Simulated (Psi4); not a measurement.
Psi4 input (wB97X-D/6-31G*):

```
memory 1500 MB

molecule {
0 3
Mg    0.00000000    0.00000000    0.00000000
symmetry c1
no_reorient
no_com
}

set {
  basis 6-31G*
  reference uks
  scf_type pk
  dft_radial_points 99
  dft_spherical_points 590
  e_convergence 1e-8
  d_convergence 1e-7
  maxiter 150
}

e = energy('wb97x-d')
print_out(f'\nFINAL {e:.10f} DIPOLE {variable("CURRENT DIPOLE")[0]:.6f} {variable("CURRENT DIPOLE")[1]:.6f} {variable("CURRENT DIPOLE")[2]:.6f}\n')
```

Output:

```
   => Loading Basis Set <=

    Name: 6-31G*
    Role: ORBITAL
    Keyword: BASIS
    atoms 1 entry MG         line   220 file 6-31gs.gbs

   => WB97X-D: Empirical Dispersion <=

    Chai and Head-Gordon Dispersion Correction
    Chai, J.-D.; Head-Gordon, M. (2010), J. Chem. Phys., 132: 6615-6620

        s6 =       1.000000

         ---------------------------------------------------------
                                   SCF
               by Justin Turney, Rob Parrish, Andy Simmonett
                          and Daniel G. A. Smith
                              UKS Reference
         ---------------------------------------------------------

  ==> Geometry <==

    Molecular point group: c1
    Geometry (in Angstrom), charge = 0, multiplicity = 3:

       Center              X                  Y                   Z               Mass
    ------------   -----------------  -----------------  -----------------  -----------------
         MG           0.000000000000     0.000000000000     0.000000000000    23.985041697000

  Running in c1 symmetry.

  Rotational constants: A = ************  B = ************  C = ************ [cm^-1]
  Rotational constants: A = ************  B = ************  C = ************ [MHz]
  Nuclear repulsion =    0.000000000000000

  Charge       = 0
  Multiplicity = 3
  Electrons    = 12
  Nalpha       = 7
  Nbeta        = 5

  ==> Algorithm <==

  SCF Algorithm Type is PK.
  DIIS enabled.
  MOM disabled.
  Fractional occupation disabled.
  Guess Type is CORE.
  Energy threshold   = 1.00e-08
  Density threshold  = 1.00e-07
  Integral threshold = 1.00e-12

  ==> Primary Basis <==

  Basis Set: 6-31G*
    Blend: 6-31G*
    Number of shells: 8
    Number of basis functions: 19
    Number of Cartesian functions: 19
    Spherical Harmonics?: false
    Max angular momentum: 2

  ==> DFT Potential <==

   => LibXC <=

    Version 7.1.2
    S. Lehtola, C. Steigemann, M. J. T. Oliveira, and M. A. L. Marques,  SoftwareX 7, 1–5 (2018) (10.1016/j.softx.2017.11.002)

   => Composite Functional: WB97X-D <=

    wB97X-D Hyb-GGA Exchange-Correlation Functional

    J.-D. Chai and M. Head-Gordon,  Phys. Chem. Chem. Phys. 10, 6615–6620 (2008) (10.1039/B810189B)

    Deriv               =              1
    GGA                 =           TRUE
    Meta                =          FALSE

    Exchange Hybrid     =           TRUE
    MP2 Hybrid          =          FALSE

   => Exchange-Correlation Functionals <=

    1.0000   wB97X-D range-separated functional

   => Exact (HF) Exchange <=

    0.7780            HF,LR [omega = 0.2000]
    0.2220               HF

   => LibXC Density Thresholds  <==

    XC_HYB_GGA_XC_WB97X_D:  1.00E-14

   => Molecular Quadrature <=

    Radial Scheme          =       TREUTLER
    Pruning Scheme         =           NONE
    Nuclear Scheme         =       TREUTLER

    Blocking Scheme        =         OCTREE
    BS radius alpha        =              1
    Pruning alpha          =              1
    Radial Points          =             99
    Spherical Points       =            590
    Total Points           =          53100
    Total Blocks           =            501
    Max Points             =            254
    Max Functions          =             19
    Weights Tolerance      =       1.00E-15

  ==> Integral Setup <==

  Using in-core PK algorithm.
   Calculation information:
      Number of atoms:                   1
      Number of AO shells:               8
      Number of primitives:             27
      Number of atomic orbitals:        19
      Number of basis functions:        19

      Integral cutoff                 1.00e-12
      Number of threads:                 1

  Performing in-core PK
  Using 54435 doubles for integral storage.
  We computed 666 shell quartets total.
  Whereas there are 666 unique shell quartets.

  Computing range-separated integrals for PK
  We computed 666 wK shell quartets total.
  Whereas there are 666 wK unique shell quartets.

  ==> DiskJK: Disk-Based J/K Matrices <==

    J tasked:                  Yes
    K tasked:                  Yes
    wK tasked:                 Yes
    Omega:               2.000E-01
    Schwarz Cutoff:          1E-12


  Cached 100.0% of DFT collocation blocks in 0.028 [GiB].

  Minimum eigenvalue in the overlap matrix is 3.7183339324E-02.
  Reciprocal condition number of the overlap matrix is 1.0656378947E-02.
    Using symmetric orthogonalization.

  ==> Pre-Iterations <==

  SCF Guess: Core (One-Electron) Hamiltonian.

   -------------------------------------------------------
    Irrep   Nso     Nmo     Nalpha   Nbeta   Ndocc  Nsocc
   -------------------------------------------------------
     A         19      19       7       5       5       2
   -------------------------------------------------------
    Total      19      19       7       5       5       2
   -------------------------------------------------------

  ==> Iterations <==

                        Total Energy        Delta E     RMS |[F,P]|

   @UKS iter   1:  -198.95085627893636   -1.98951e+02   5.81632e-02 DIIS/ADIIS
   @UKS iter   2:  -199.93702732860100   -9.86171e-01   8.29006e-03 DIIS/ADIIS
   @UKS iter   3:  -199.95264705878498   -1.56197e-02   1.32405e-03 DIIS/ADIIS
   @UKS iter   4:  -199.95373218548696   -1.08513e-03   2.12708e-04 DIIS/ADIIS
   @UKS iter   5:  -199.95378211766399   -4.99322e-05   4.54363e-05 DIIS
   @UKS iter   6:  -199.95378481187552   -2.69421e-06   6.05360e-06 DIIS
   @UKS iter   7:  -199.95378485444888   -4.25734e-08   1.08632e-06 DIIS
   @UKS iter   8:  -199.95378485588964   -1.44075e-09   1.74515e-08 DIIS
  Energy and wave function converged.

  ==> Post-Iterations <==

   Electrons on quadrature grid:
      Nalpha   =    7.0000000001 ; deviation = 6.978e-11
      Nbeta    =    5.0000000001 ; deviation = 6.959e-11
      Ntotal   =   12.0000000001 ; deviation = 1.394e-10

   @Spin Contamination Metric:   1.771005743E-04
   @S^2 Expected:                2.000000000E+00
   @S^2 Observed:                2.000177101E+00
   @S   Expected:                1.000000000E+00
   @S   Observed:                1.000000000E+00

    Orbital Energies [Eh]
    ---------------------

    Alpha Occupied:

       1A    -47.009392     2A     -3.269328     3A     -2.000138
       4A     -2.000138     5A     -1.996494     6A     -0.314244
       7A     -0.171007

    Alpha Virtual:

       8A      0.002838     9A      0.002838    10A      0.148352
      11A      0.200808    12A      0.210195    13A      0.210195
      14A      0.315396    15A      0.315396    16A      0.323336
      17A      0.334204    18A      0.334204    19A      0.872526

    Beta Occupied:

       1A    -47.005923     2A     -3.265183     3A     -1.997661
       4A     -1.997661     5A     -1.989653

    Beta Virtual:

       6A      0.167697     7A      0.274330     8A      0.274330
       9A      0.330015    10A      0.351652    11A      0.414682
      12A      0.414682    13A      0.474862    14A      0.641078
      15A      0.641078    16A      0.702213    17A      0.702213
      18A      0.714641    19A      1.115053

    Final Occupation by Irrep:
              A
    DOCC [     5 ]
    SOCC [     2 ]
    NA   [     7 ]
    NB   [     5 ]

  @UKS Final Energy:  -199.95378485588964

   => Energetics <=

    Nuclear Repulsion Energy =              0.0000000000000000
    One-Electron Energy =                -278.7117228748021489
    Two-Electron Energy =                  90.6330658109164915
    DFT Exchange-Correlation Energy =     -11.8751277920039744
    Empirical Dispersion Energy =          -0.0000000000000000
    VV10 Nonlocal Energy =                  0.0000000000000000
    Total Energy =                       -199.9537848558896371

  UHF NO Occupations:
  HONO-2 :    5  A 1.9999637
  HONO-1 :    6  A 1.0000000
  HONO-0 :    7  A 1.0000000
  LUNO+0 :    8  A 0.0000363
  LUNO+1 :    9  A 0.0000363
  LUNO+2 :   10  A 0.0000151
  LUNO+3 :   11  A 0.0000009

Computation Completed

Properties will be evaluated at   0.000000,   0.000000,   0.000000 [a0]

Properties computed using the SCF density matrix

 Multipole Moments:

 ------------------------------------------------------------------------------------
     Multipole            Electronic (a.u.)      Nuclear  (a.u.)        Total (a.u.)
 ------------------------------------------------------------------------------------

 L = 1.  Multiply by 2.5417464519 to convert [e a0] to [Debye]
 Dipole X            :          0.0000000            0.0000000            0.0000000
 Dipole Y            :         -0.0000000            0.0000000           -0.0000000
 Dipole Z            :          0.0000000            0.0000000            0.0000000
 Magnitude           :                                                    0.0000000

 ------------------------------------------------------------------------------------

FINAL -199.9537848559 DIPOLE 0.000000 -0.000000 0.000000

*** Psi4 exiting successfully. Buy a developer a beer!
```
